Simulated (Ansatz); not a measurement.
Mulliken charges of C3HF5O, SMILES `FC(F)C1(F)OC1(F)F` from PBE/def2-TZVPP in Ansatz (PBE0-D4/def2-TZVP geometry).

| atom | x (Å) | y (Å) | z (Å) | charge (e) |
| --- | --- | --- | --- | --- |
| F1 | 1.449 | -1.379 | -0.815 | -0.140 |
| C2 | 1.200 | -0.115 | -0.422 | 0.236 |
| F3 | 1.748 | 0.726 | -1.318 | -0.138 |
| C4 | -0.295 | 0.104 | -0.384 | 0.159 |
| F5 | -0.874 | -0.053 | -1.570 | -0.119 |
| O6 | -0.729 | 1.240 | 0.355 | -0.193 |
| C7 | -1.095 | 0.008 | 0.821 | 0.366 |
| F8 | -2.378 | -0.292 | 0.780 | -0.111 |
| F9 | -0.593 | -0.349 | 1.996 | -0.127 |
| H10 | 1.650 | 0.058 | 0.559 | 0.067 |

Q: By hand: the dipole of these point charges (1 e Å = 4.8032 D).

A: Σ q r = (0.086, -0.067, 0.252) e Å, of length 0.275 e Å = 1.32 D.

Q: How does the dipole of the full density compare? (Estimate.)

A: The calculation gave: (0.118, -0.047, 0.224) e Å, 1.24 D; the point charges give 1.06 times that, at 9° from its direction.

Point charges leave out the atoms' own dipoles, such as those of lone pairs, and Mulliken's split depends on the basis, so the close match here is no proof of good charges.
